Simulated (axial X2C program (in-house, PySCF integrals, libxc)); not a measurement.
**Worked dissociation energy of BaSi⁺: MP2, with spin–orbit coupling**

Computed with an in-house relativistic program for diatomic molecules. Two-component (2c) means X2C with spin–orbit coupling and atomic mean-field two-electron Coulomb and Gaunt terms. Basis: Ba dyall-cv3z [14s14p9d5f1g], Si dyall-v3z [8s7p2d1f] (cores contracted in-house); Gaussian nuclei, density fitting, unrestricted open shells. Masses: Ba 137.905 u, Si 27.977 u.

Molecular state: Ω = 3/2 (⟨Sz⟩ = 1.50, ⟨Lz⟩ = 0.00 at HF).

Correlated methods: 13 electrons correlated (number of frozen shells: Ba 4 s, 3 p, 2 d; Si 2 s, 1 p), 269 virtual spin orbitals or spinors in MP2.

* E(Ba+) (2M_J = 1): -8128.370197 hartree
* E(Si) (2M_J = 2): -289.482888 hartree
* E(BaSi⁺) at Re: -8417.919825 hartree
* ωe: 265.5 cm⁻¹
* ωexe: 0.654 cm⁻¹

**Question.** Work out De and D0.

**Answer.** De = -8128.370197 + (-289.482888) − (-8417.919825) = 0.06674 hartree = 1.816 eV. The zero-point energy is ωe/2 − ωexe/4 = 133 cm⁻¹ = 0.016 eV, so D0 = 1.800 eV.

Occupations by symmetry block were frozen at the best pattern of an incomplete PBE0 search. Dissociation energies refer to the lowest single-determinant-based atoms at the same level and basis. The 2c atoms are single determinants rather than J levels; their spin–orbit lowering is only partly caught, and De is too large by that part. This holds for MP2. PBE0 can misorder states that lie within some tenths of an eV, so this need not be the ground state of the molecule. The nearest other 2c determinant of the search, Ω = 1/2, lies 0.47 eV up at the distance of the search. With several unpaired electrons one determinant need not be a pure state. This is the top spin component of a Σ state; components of lower Ω are not single determinants and can lie lower.

Each atomic determinant is the lowest at this level and need not be a pure J level. Totals compare only within one Hamiltonian and basis.
